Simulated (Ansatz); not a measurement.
System: C3H5N, charge 0, singlet. C3H5N (propanenitrile, SMILES C(#N)CC).
B3LYP-D3(BJ)/def2-TZVP minimum from Ansatz (a first-principles code):
```
C
H 1 1.0924
H 1 1.0924 2 106.81
C 1 1.4594 2 108.09 3 116.10
N 4 1.1499 3 150.56 1 178.16
C 1 1.5338 2 110.59 3 -120.39
H 6 1.0896 1 110.87 2 178.94
H 6 1.0896 7 108.22 1 -121.79
H 6 1.0899 7 108.52 8 -117.58
```

Wanted: atomisation energy (electronic, to ground-state atoms), in kJ/mol. UHF or UKS for unpaired electrons; spin-orbit terms are left out. CBS(X,Y): correlation extrapolated as X^-3, Hartree-Fock from the larger set. A bracket is a step between two methods taken in the basis named. Functionals run without relativity, which enters their misses. Double hybrids freeze cores in their MP2 part. 'core' is core correlation in cc-pwCVTZ, 'X2C' scalar relativity in cc-pVTZ-DK, both at CCSD(T). For partners of very few electrons the exact lower level stands in for a higher one.

CCSD(T)/CBS(cc-pVTZ,cc-pVQZ) + [CCSDT(Q) - CCSD(T)]/cc-pVDZ + core + X2C (Ansatz) gives 3814.1 kJ/mol.

### Question
What does PBE/def2-TZVPD (Ansatz) give here, and how do the other levels compare?

### Answer
PBE gives 3902.7 kJ/mol, 88.6 kJ/mol above it. Differences of the others: r2SCAN/def2-TZVPD (Ansatz) -20.6; wB97M-V/def2-TZVPD (Ansatz) -0.1; B2PLYP/def2-TZVPD (Ansatz) -38.1; CCSD(T)/CBS(cc-pVTZ,cc-pVQZ) + core + X2C (Ansatz) -3.5 kJ/mol. Nearer than PBE: r2SCAN/def2-TZVPD, wB97M-V/def2-TZVPD, B2PLYP/def2-TZVPD, CCSD(T)/CBS(cc-pVTZ,cc-pVQZ) + core + X2C.
